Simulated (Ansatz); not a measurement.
Calculated with Ansatz (gas phase, PBE0-D4/def2-TZVP geometries, no zero-point term in ΔE). CCSD(T)/CBS is the MP2 limit (def2-TZVPP, def2-QZVPP) plus CCSD(T) − MP2 in def2-TZVPP, frozen cores. DFT in def2-TZVPP. For Ga outer-core shells are correlated without core-valence functions, which leaves a few kJ/mol of doubt a bond. Scalar relativity is left out up to krypton. One conformer a species, not always the lowest.

Reaction (redistribution): `CO[Si](C#N)(C#N)C#N` + `[CH3][Ga]([Cl])[C]#N` → `N#C[Si](C#N)(C#N)C#N` + `C[O][Ga]([CH3])[Cl]`

`CO[Si](C#N)(C#N)C#N`:

```xyz
12

C     1.088    0.928    1.391
O     0.635    0.899    0.042
Si   -0.329   -0.179   -0.638
C     0.368   -1.876   -0.567
N     0.840   -2.922   -0.481
C    -0.568    0.289   -2.386
N    -0.729    0.569   -3.490
C    -1.968   -0.262    0.184
N    -2.973   -0.288    0.745
H     0.244    1.009    2.079
H     1.666    0.029    1.621
H     1.726    1.803    1.498
```

`[CH3][Ga]([Cl])[C]#N`:

```xyz
8

C     1.263    0.455   -0.208
Ga   -0.485   -0.378   -0.309
Cl   -1.132   -1.542   -1.973
C    -1.833   -0.249    1.083
N    -2.603   -0.145    1.935
H     1.838    0.258   -1.112
H     1.803    0.068    0.659
H     1.148    1.533   -0.076
```

`N#C[Si](C#N)(C#N)C#N`:

Cartesian coordinates in Å:
```
N 0.043 -0.600 -2.912
C 0.026 -0.368 -1.785
Si 0.000 0.000 -0.001
C 1.374 -0.872 0.820
N 2.240 -1.424 1.339
C -1.582 -0.555 0.712
N -2.581 -0.905 1.165
C 0.183 1.795 0.252
N 0.296 2.929 0.412
```

`C[O][Ga]([CH3])[Cl]`:

Z-matrix (Å, degrees):
```
C
O 1 1.404
H 1 1.099 2 113.6
H 1 1.095 2 109.9 3 120.7
H 1 1.095 2 109.9 3 -120.7
Ga 2 1.776 1 122.7 3 0.2
Cl 6 2.139 2 111.3 1 179.8
C 6 1.949 2 125.2 1 -0.1
H 8 1.089 6 110.0 2 -176.2
H 8 1.092 6 110.0 2 63.6
H 8 1.091 6 110.2 2 -55.6
```

CCSD(T)/CBS gives +93.1 kJ/mol.

(1) Another level gave +98.3 kJ/mol. Which?
A. CAM-B3LYP/def2-TZVPP
B. r2SCANh-D4/def2-TZVPP
C. revPBE-D4/def2-TZVPP
D. BHLYP/def2-TZVPP

Largest T1 diagnostic among the species: 0.015.

Results:

(1) A. CAM-B3LYP 98.3, r2SCANh-D4 94.0, revPBE-D4 79.9, BHLYP 104.5 kJ/mol.

From r2SCAN to r2SCAN0 (25 % exact exchange), in def2-TZVPP and without D4, ΔE moves by +8.4 kJ/mol. Leaving LDA and LC-ωPBE aside and taking each functional with its dispersion term where it has one, the values, not all of them listed here, spread over 24.7 kJ/mol, from revPBE-D4 to BHLYP-D4. LDA lies +4.6 kJ/mol from PBE without D4. At CCSD(T), def2-SVP lies −17.1 kJ/mol from the extrapolated value and def2-TZVPP +0.4 kJ/mol.
